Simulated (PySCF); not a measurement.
Working out the electron affinity of As

As- [Ar] 3d10 4s2 4p4 (3P) → As [Ar] 3d10 4s2 4p3 (4S). Calculation: PySCF 2.14, in aug-cc-pwCVDZ-PP with ECP10MDF (6s5p4d1f, 48 functions); scalar relativity through the core potential. Frozen: nothing. Energies in hartree (1 hartree = 27.21139 eV):

```csv
part,As- (lower),As (upper)
UHF,-331.185905,-331.198331
MP2 opposite-spin,-0.324691,-0.306910
MP2 same-spin,-0.163927,-0.159897
```

Question: What does Hartree-Fock give?

Answer: (-331.198331) − (-331.185905) = -0.012426 hartree = -0.338 eV.

Question: What do MP2 and SCS-MP2 (6/5 opposite-spin, 1/3 same-spin) give?

Answer: The opposite-spin parts differ by 0.484 eV and the same-spin parts by 0.110 eV. MP2: -0.338 + (0.484) + (0.110) = 0.256 eV. SCS-MP2: -0.338 + 1.2 × (0.484) + (0.110)/3 = 0.279 eV.

Reference: 0.804 eV (measured; photodetachment measurements, as compiled on the Wikipedia data page of electron affinities), between the lowest levels; spin-orbit coupling is absent from the calculation.

A double-zeta basis recovers only part of the correlation energy.

What remains against the reference includes basis incompleteness and correlation beyond second order.
